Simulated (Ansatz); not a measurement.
`[SiH3]OBCl` + H₂ → `BCl` + silanol at 700 K and 1 bar (hydrogenolysis of a B–O bond).

Program: Ansatz. Geometries: PBE0-D4/def2-TZVP. ΔE: electronic, gas phase. CCSD(T)/CBS adds triple-zeta CCSD(T) − MP2 to the extrapolated MP2 energy (def2 sets, frozen cores). This one scheme is used for every species. Each species was taken in one conformer, which may not be the lowest.

```csv
species,CCSD(T)/CBS energy (Eh),H − E (kJ/mol),S (J/(mol·K))
`[SiH3]OBCl`,-851.35221,179.6,418.2
H₂,-1.17544,46.8,155.3
`BCl`,-485.78909,86.3,276.7
`O[SiH3]`,-366.69042,144.6,321.6
```

H − E and S are ideal-gas, rigid-rotor, harmonic terms from PBE0-D4/def2-TZVP, for one conformer and one mirror image of each species. The MP2-based limit puts H₂ 0.8 mEh under its directly extrapolated value; such offsets cancel only in part. 1 Eh = 2625.50 kJ/mol, R = 8.31446 J/(mol·K).

Problem. By hand: ΔE, ΔH, ΔS and ΔG.

Solution. ΔE = (-485.78909) + (-366.69042) − (-851.35221) − (-1.17544) = 0.04814 Eh = 126.4 kJ/mol. Δ(H − E) = 86.3 + 144.6 − 179.6 − 46.8 = 4.5, so ΔH = 130.9 kJ/mol. ΔS = 276.7 + 321.6 − 418.2 − 155.3 = 24.8 J/(mol·K). ΔG = 130.9 − 700 × (24.8)/1000 = 113.5 kJ/mol.

Problem. By hand: the equilibrium constant, and the temperature at which ΔG would vanish if ΔH and ΔS stayed fixed.

Solution. log₁₀ K = −ΔG/(RT ln 10) = -8.5. ΔG = 0 at ΔH/ΔS = 5278 K, far beyond where these terms or the molecules hold.

ΔH outweighs TΔS. A doubt of 5 kJ/mol in ΔE shifts log₁₀ K by 0.4 here. Other conformers and mirror images would add mixing entropy, several J/(mol·K) or more a flexible species. These are equilibria of isolated gas molecules and say nothing of rates. Largest T1 diagnostic: 0.012 (customary marks: 0.02 for closed shells, 0.045 for open ones).
